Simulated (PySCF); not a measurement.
# Pr+: ionisation energy

Pr+ [Xe] 4f3 6s1 (high-spin determinant) → Pr(2+) [Xe] 4f3 (high-spin determinant), as a difference of total energies. Computed with PySCF 2.14 in ANO-RCC-VTZP (8s7p5d3f2g1h, 104 functions), with scalar relativity by spin-free X2C-1e. Correlated levels: valence: [Kr] 4d10 frozen. The calculations carry no spin-orbit coupling.

```
           method  ionisation energy (eV)  difference from reference (eV)
              UHF                   9.884                          -0.747
    MP2 (valence)                  10.557                          -0.074
SCS-MP2 (valence)                  10.387                          -0.244
   CCSD (valence)                  10.488                          -0.143
CCSD(T) (valence)                  10.558                          -0.073
```

Reference: 10.631 ± 0.02 eV (semi-empirical (NIST evaluation); NIST Atomic Spectra Database, ionization energies).

Errors of the correlated levels include the incompleteness of this basis and the frozen core.

The determinant of Pr+ and of Pr(2+) mixes LS terms, which raises its energy above the lowest term, most at the Hartree-Fock and MP2 levels.
